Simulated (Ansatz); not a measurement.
Reactions of C₁₃H₁₇ClOTi (`C[O][Ti]12345678([Cl])([CH]9[CH]1[CH]2[C]3(C)[CH]94)[CH]1[CH]5[CH]6[C]7(C)[CH]18`).

Isolated molecules relaxed with PBE0-D4/def2-TZVP in Ansatz; ΔE leaves out vibrations. CCSD(T)/CBS is the MP2 limit (def2-TZVPP, def2-QZVPP) plus CCSD(T) − MP2 in def2-TZVPP, frozen cores. This one scheme is used for every species. DFT in def2-TZVPP. B3LYP here is the variant with VWN-RPA as its local correlation; programs differ in this. For Ga, Ti outer-core shells are correlated without core-valence functions, which leaves a few kJ/mol of doubt a bond. Scalar relativity is left out up to krypton. One conformer a species, not always the lowest.

```json
{"reaction": "`C[O][Ti]12345678([Cl])([C@@H]9[C@H]1[C@H]2[C@@]3(C)[C@@H]94)[C@@H]1[C@H]5[C@H]6[C@@]7(C)[C@@H]18` + H₂ → `C[C@@]12[C@H]3[C@H]4[C@H]5[C@@H]1[TiH]45321678([Cl])[C@@H]2[C@H]1[C@H]6[C@@]7(C)[C@@H]28` + CH₃OH", "B3LYP-D4 (eV)": "0.76", "r2SCAN-D4 (eV)": "0.82"}
{"reaction": "`C[O][Ti]12345678([Cl])([C@@H]9[C@H]1[C@H]2[C@@]3(C)[C@@H]94)[C@@H]1[C@H]5[C@H]6[C@@]7(C)[C@@H]18` → `C[C@@]12[C@H]3[C@H]4[C@H]5[C@@H]1[TiH]45321678([Cl])[C@@H]2[C@H]1[C@H]6[C@@]7(C)[C@@H]28` + `C=O`", "B3LYP-D4 (eV)": "1.97", "r2SCAN-D4 (eV)": "2.13"}
{"reaction": "`C[O][Ti]12345678([Cl])([C@@H]9[C@H]1[C@H]2[C@@]3(C)[C@@H]94)[C@@H]1[C@H]5[C@H]6[C@@]7(C)[C@@H]18` + `[OH][GaH][Cl]` → `C[C@@]12[C@H]3[C@H]4[C@H]5[C@@H]1[TiH]45321678([Cl])[C@@H]2[C@H]1[C@H]6[C@@]7(C)[C@@H]28` + `C[O][Ga]([OH])[Cl]`", "B3LYP-D4 (eV)": "0.52", "r2SCAN-D4 (eV)": "0.55"}
{"reaction": "`C[O][Ti]12345678([Cl])([C@@H]9[C@H]1[C@H]2[C@@]3(C)[C@@H]94)[C@@H]1[C@H]5[C@H]6[C@@]7(C)[C@@H]18` + H–F → `C[O][Ti]12345678([F])([C@@H]9[C@H]1[C@H]2[C@@]3(C)[C@@H]94)[C@@H]1[C@H]5[C@H]6[C@@]7(C)[C@@H]18` + HCl", "B3LYP-D4 (eV)": "-0.02", "r2SCAN-D4 (eV)": "-0.09"}
```

(1) Give the CCSD(T)/CBS values in the same order. (An estimate is asked.)

Largest T1 diagnostic: 0.018, for `C[O][Ti]12345678([Cl])([C@@H]9[C@H]1[C@H]2[C@@]3(C)[C@@H]94)[C@@H]1[C@H]5[C@H]6[C@@]7(C)[C@@H]18`.

Results:

(1) Computed: 0.62, 1.91, 0.35, 0.17 eV.
